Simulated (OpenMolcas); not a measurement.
Ag5+ among 6 point charges of -1.7 e arranged as a trigonal antiprism (D3d), with a polar angle of 53.1° against the regular 54.74°.

| Item | Value |
| --- | --- |
| Program | OpenMolcas 26.06 |
| Method | SS-CASPT2, IPEA 0.25 Eh, imaginary shift 0.1 Eh (closed shells correlated: 4s 4p) |
| Basis | ANO-RCC-VDZP [6s5p3d1f] |
| Scalar Hamiltonian | DKH2, point nucleus |
| Active space | 6 electrons in 5 orbitals (4d) |
| State averaging | 2S+1 = 5 even, 5 roots; 2S+1 = 3 even, 45 roots; 2S+1 = 1 even, 50 roots |
| Spin-orbit coupling | RASSI with atomic mean-field integrals over the reference wave functions |

All point charges move together. At R = 1.68 Å the first state of the same spin is 1880 cm-1, and at R = 1.84 Å it is 1510 cm-1.

Question: A third run gives 1220 cm-1. What distance was it run at?

Answer: With a power law R^-n the two known points give n = -ln(1510 / 1880) / ln(1.84 / 1.68) = 2.41. Then R = 1.68 × (1880 / 1220)^(1/2.41) = 2.010 Å. The run was at 2.01 Å, so the estimate is off by 0 Å.

Roots that are degenerate in the reference are averaged as groups; the widest CASPT2 spread within a group is 160 cm-1 (the 2-fold group of multiplicity 1 near 90600 cm-1 above the lowest state of its run, R = 1.68). Shifts and gaps below about the spread of the groups concerned are not significant. An orbital doublet at a regular site is open to a Jahn-Teller distortion, which this geometry leaves out. Point charges give a weaker field than real ligands, and real ions of this kind are as a rule low spin; the high spin found here belongs to the model. Free-ion shares, where given, are those of the reference states; single-state CASPT2 does not remix them. The ground term spreads over less than 5000 cm-1, several times less than with real ligands, so orbital moments are less quenched and χT lies further from the spin-only value than at real sites (holds for R = 2.01). Point charges carry no covalency, so the field is a model and not that of real ligands. No measured value stands beside these numbers.
